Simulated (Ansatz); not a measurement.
The same hydrolysis along the group B, Al, Ga, In.

Calculated with Ansatz (gas phase, PBE0-D4/def2-TZVP geometries, no zero-point term in ΔE). CCSD(T)/CBS adds triple-zeta CCSD(T) − MP2 to the extrapolated MP2 energy (def2 sets, frozen cores). This one scheme is used for every species. DFT in def2-TZVPP. Elements past krypton have def2 core potentials. For Ga, In outer-core shells are correlated without core-valence functions, which leaves a few kJ/mol of doubt a bond. Scalar relativity is left out up to krypton. Each species was taken in one conformer, which may not be the lowest.

```csv
reaction,CCSD(T)/CBS(def2) (eV)
`SB(Cl)Cl` + H₂O → `OB(S)Cl` + HCl,-0.46
`[SH][Al]([Cl])[Cl]` + H₂O → `[OH][Al]([SH])[Cl]` + HCl,0.26
`[SH][Ga]([Cl])[Cl]` + H₂O → `[OH][Ga]([SH])[Cl]` + HCl,0.59
`[SH][In]([Cl])[Cl]` + H₂O → `[OH][In]([SH])[Cl]` + HCl,?
```

(1) Fill in the missing values. (An estimate is asked.)

Largest T1 diagnostic: 0.015, for `[OH][In]([SH])[Cl]`.

Results:

(1) The calculation gave: `[SH][In]([Cl])[Cl]` + H₂O → `[OH][In]([SH])[Cl]` + HCl: +0.88 eV.
